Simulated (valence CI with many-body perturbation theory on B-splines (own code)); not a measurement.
Values are calculated unless marked as measured or tabulated.
## Tl XLII: what the settings do

Level of theory: relativistic CI+MBPT: four valence electrons over a frozen Dirac-Fock core [Kr], radial functions for each j: 6 s, 6 p, 5 d, 5 f, 1 g, with the one-electron correlation potential Σ1 (screened to all orders), the two-electron term Σ2, the three-electron term Σ3, Breit, model QED; selected single and double excitations, second order for the rest, scaled by the run's own slope (own B-spline code, finite nucleus).

No measured spectrum was set against this ion. As an estimate, large intervals hold to a few tenths of a per cent, small ones and those within an open d or f shell to about a per cent. Only levels of the ground parity were solved; by the run's estimate the other parity begins above the list, which can be wrong where configurations are misplaced.

The reference run has the lowest level (4d3/2^4) J=0 and an ionisation energy of 2015.20 eV. Its largest variational space holds 8666 state functions.

Levels are named by their leading jj configuration (3d3/2^4 stands for four electrons in 3d with j = 3/2), which in mixed levels can hold well under half, so a name can repeat and another be missing. Letters in brackets count levels of one name in rising energy.

Changed runs:
A. lowest core n in screening and Σ2 2 → 3
B. correlating orbitals by l 3 3 3 3 1 → 2 3 2 4 1
C. Breit term on → off
D. scale of Σ1 1 → 3 (bad on purpose)

Excitation energies of the reference run in cm⁻¹, and shifts in cm⁻¹:

| Level | Reference | A | B | C | D |
| --- | --- | --- | --- | --- | --- |
| (4d3/2^3 4d5/2) J=1 | 205231 | +18 | -3.1 | +4614 | +1870 |
| (4d3/2^3 4d5/2) J=4 | 251180 | +20 | +4.3 | +6084 | +1897 |
| (4d3/2^3 4d5/2) J=2 | 257918 | +16 | +2.4 | +5418 | +1962 |
| (4d3/2^3 4d5/2) J=3 | 269802 | +20 | +4.7 | +5486 | +1948 |
| (4d3/2^2 4d5/2^2) J=0 [a] | 442767 | +15 | -5.0 | +8917 | +3718 |
| (4d3/2^2 4d5/2^2) J=2 [a] | 444996 | +22 | -0.8 | +9113 | +3647 |
| (4d3/2^2 4d5/2^2) J=4 [a] | 455231 | +31 | +0.3 | +10441 | +3758 |
| (4d3/2^2 4d5/2^2) J=3 [a] | 459517 | +31 | +0.4 | +9819 | +3750 |
| (4d3/2^2 4d5/2^2) J=5 | 476643 | +37 | +5.9 | +11112 | +3756 |
| (4d3/2^2 4d5/2^2) J=6 | 489775 | +40 | +10 | +12103 | +3780 |
| (4d3/2^2 4d5/2^2) J=1 | 490337 | +17 | +2.5 | +9546 | +3771 |
| (4d3/2^2 4d5/2^2) J=3 [b] | 503144 | +23 | +6.5 | +10127 | +3731 |
| Ionisation energy (eV) | 2015.20 | +0.0071 | -0.0019 | +1.51 | +5.78 |
